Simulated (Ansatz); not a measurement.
`N=C(O)[CH2][SnH3]` + `COC(=N)O` → `CO[C](=N)[SnH3]` + `N=C(O)CO`  (formal exchange of groups at the Sn–C bond)

Gas-phase electronic energies from Ansatz, PBE0-D4/def2-TZVP geometries. CCSD(T)/CBS is the MP2 limit (def2-TZVPP, def2-QZVPP) plus CCSD(T) − MP2 in def2-TZVPP, frozen cores. Functionals use def2-TZVPP. def2 core potentials past Kr. For Sn outer-core shells are correlated without core-valence functions, which leaves a few kJ/mol of doubt a bond. Each species was taken in one conformer, which may not be the lowest.

Is it downhill or uphill in electronic energy at CCSD(T)/CBS, and by how much? (An estimate is asked.)

The calculation gave: Uphill: ΔE = +0.93 eV.

What do these levels give: PBE-D4, r2SCAN, PBE0, HF/def2-TZVPP, CCSD/def2-TZVPP, MP2/def2-QZVPP? (Best estimate.)

The calculation gave: PBE-D4 0.93, r2SCAN 1.01, PBE0 1.00, HF/def2-TZVPP 1.02, CCSD/def2-TZVPP 0.94, MP2/def2-QZVPP 1.00 eV.

Largest T1 diagnostic among the species: 0.014.

From PBE to PBE0 (25 % exact exchange), in def2-TZVPP and without D4, ΔE moves by +0.08 eV.
